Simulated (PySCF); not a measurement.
# Structure from NMR data

Molecular formula: C₅H₁₀NPSi. Simulated spectra:

¹H NMR (400 MHz, computed): δ 7.68 (s, 1H), 4.81 (m, 1H), 3.85 (s, 3H), 1.34 (m, 2H), 0.44 (m, 3H).

¹³C{¹H} NMR (computed): δ 146.9, 114.1, 101.6, 52.6, -1.4.

- NMR shieldings at PBE0/pcSseg-1/GIAO
- GFN2-xTB structure
- run in PySCF 2.14.0 with density-fitted response routines
- relativity neglected, no solvent, one averaged value for each set of equivalent atoms, one conformer

Scale: ¹H (σ = 31.72 ppm), ¹³C (σ = 186.93 ppm) vs TMS (reference shieldings calculated alike).

Question: Propose a structure and justify it.

Answer: 
1. 5 carbon signals for 5 carbons: no two carbons are equivalent.
2. Carbon types of the structure: 2 × C, 1 × CH, 2 × CH3, leaving 3 H on heteroatoms.
3. δC 146.9: C=N carbon.
4. δC 114.1, 101.6: alkyne carbon.
5. δC 52.6: methyl carbon bonded to N; the inductive effect lowers its shielding.
6. δC -1.4: methyl carbon bonded to Si; an electropositive neighbour leaves it electron-rich and shielded.
7. δH 7.68: hydrogen on a C=N carbon.
8. δH 3.85: hydrogen on a methyl carbon bonded to N; its carbon carries N, hence the downfield position.
9. δH 0.44: hydrogen on a methyl carbon bonded to Si; an electropositive neighbour shields it, as in TMS itself.

The compound is SMILES C/N=C/C#C[Si@@H](C)P.

This is the structure that produced the data.

Splittings by ³¹P in the carbon and heteronuclear signals aren't shown, as no couplings were computed. Shifts are as computed. Against solution values, carbons near 30 ppm lie about +3 ppm off and those near 130 ppm about +5 ppm. Of 1211 compounds with measured shifts, 218 miss one by over three times the rms of a fit or turn the order of signals round; such compounds aren't used in these exercises. Multiplicities follow the n + 1 count of equivalent neighbours, as no J values were calculated; m marks all less simple cases, F and P coupling included.
